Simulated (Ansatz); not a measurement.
Saddle point of SiH₂SeF₄, closed shell (SiF₄ ([F][Si]([F])([F])[F]) + H₂Se → SiHSeF₃ ([F][Si]([F])([F])[SeH]) + HF; bonds formed: Si1–Se7, F2–H6; bonds broken: Si1–F2, H6–Se7), PBE0-D4/def2-TZVP structure:

```xyz
8
angstrom
Si -0.6743 -0.0793 -0.3286
F 0.8780 -0.7401 -1.0415
F -1.0581 -1.5606 0.0684
F -1.7833 0.6807 0.5437
F -1.0756 0.4448 -1.7619
H 1.5408 -0.0246 -0.2746
Se 1.1188 1.1318 0.8519
H 1.0537 0.1474 1.9425
```

Energies are electronic, without zero-point energy. Barriers and step energies count from the start structure reached by relaxing down the imaginary mode; all methods use the PBE0-D4 structures, on which another method's saddle can fall below an end. Ansatz 0.2.0; basis: def2-TZVPP, with def2-QZVPP for the basis limit; cores frozen in the correlated methods. Filled d shells of the heavier atoms are correlated. The def2 sets are not built for correlating such inner shells, so the correlated values are less sure here. B3LYP uses VWN-RPA correlation. Extrapolation: Hartree–Fock as exp(−7.88 √X), correlation as X^−2.97.

```csv
method,barrier (kcal/mol),step energy (kcal/mol)
SPW92,26.30,17.07
PBE-D4,?,16.34
BLYP-D4,41.69,19.60
r2SCAN-D4,40.36,21.25
B97M-V,46.60,23.52
PBE0-D4,40.99,18.22
B3LYP-D4,45.69,21.05
r2SCAN0-D4,?,21.73
BHLYP-D4,52.19,23.42
CAM-B3LYP-D4,46.50,22.72
wB97X-V,?,21.11
wB97M-V,44.50,21.35
B2PLYP,47.24,22.02
PBE-QIDH,45.24,20.26
RPA on PBE,47.97,23.15
HF,69.14,28.30
MP2,46.13,20.97
CCSD,52.18,23.50
CCSD(T),48.48,22.40
```

(1) Fill in the withheld barriers. (Judge from chemistry; the value comes from the calculation.)

No T1 diagnostic of these runs exceeds 0.012.

Results:

(1) Computed: PBE-D4 35.11; wB97X-V 45.27; r2SCAN0-D4 44.29 kcal/mol. Each is the energy of the saddle less that of the start structure, by the same method.

For comparison, the barrier by CCSD(T) at an estimated basis limit (MP2 extrapolated from triple and quadruple zeta, plus CCSD(T) − MP2 in triple zeta) is 46.88 kcal/mol.

Labels in which every atom is bracketed show which atoms are joined, not bond orders.

For scale, one of the runs: CCSD(T)/def2-TZVPP, 242 basis functions, launched by `ansatz run in.yaml --threads 8 --pin off --events-out ev --progress --plain --max-ram 19148MiB`. The run took 3.5 min on 8 CPU threads of an Arm Neoverse V1 (shared host), with 5.4 GiB of host memory at its peak.
